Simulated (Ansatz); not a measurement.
Cs₉⁻, relaxed as a singlet with RKS B3LYP/def2-SVPD in Ansatz, starting from the GFN1-xTB geometry. Force threshold 0.02 eV/Å.

In the def2 sets Cs takes a core potential; there is no spin–orbit coupling. The restricted singlet is unstable towards broken spin symmetry in Hartree–Fock (as tested in another run); at B3LYP/def2-SVPD this wasn't settled. Another isomer (singlet) lies 0.06 eV lower at PBE0/def2-TZVPD; other spin states weren't run for this one.

Start:

```xyz
9

Cs    1.3762    2.3062    1.9496
Cs   -2.1913    2.4623    0.0346
Cs    1.1894    4.5094   -2.7275
Cs    0.7177   -6.9584   -1.4656
Cs   -1.1631    6.9679    3.0406
Cs   -4.1684   -2.7095   -1.6077
Cs    4.0970   -2.5963    1.4033
Cs   -0.5271   -2.5026    1.5966
Cs    0.6696   -1.4791   -2.2238
```

```csv
step,energy (eV),largest force component (eV/Å),SCF passes
1,-4937.3973,0.445,23
2,-4937.4811,0.396,34
3,-4937.7477,0.235,31
4,-4937.9050,0.129,31
5,-4937.9945,0.066,31
6,-4938.0392,0.041,31
7,-4938.0645,0.027,29
8,-4938.0788,0.023,31
9,-4938.0878,0.017,33
10,-4938.0950,0.011,33
11,-4938.1016,0.007,33
12,-4938.1054,0.008,33
```

Force components are those of the run's own axes.

End:

```xyz
9

Cs    2.0359    2.1584    2.1604
Cs   -2.8753    2.2386    0.0695
Cs    1.5744    3.9119   -3.0874
Cs    0.9590   -6.1082   -2.1242
Cs   -1.3303    6.4770    2.8825
Cs   -3.6828   -2.8775   -1.2946
Cs    3.5686   -2.8847    1.3351
Cs   -1.2506   -1.9030    3.2382
Cs    1.0010   -1.0125   -3.1795
```

Bonds lost: Cs1–Cs9, Cs4–Cs8, Cs8–Cs9 (atoms count from 1). Bonds formed: Cs4–Cs6, Cs4–Cs7 (atoms count from 1). Metal–metal contacts that move far: Cs3–Cs9 6.03 to 4.96 Å, Cs2–Cs3 4.82 to 5.71 Å, Cs2–Cs9 5.37 to 6.01 Å.

The force fell under the threshold at step 9, but the optimiser went on and released 0.018 eV more. No frequencies were taken in this run, so the end may be a saddle point.

Hardware: 4 threads of Arm Neoverse V2 on a shared host. Wall time 2.7 min, peak host memory 1.1 GiB.
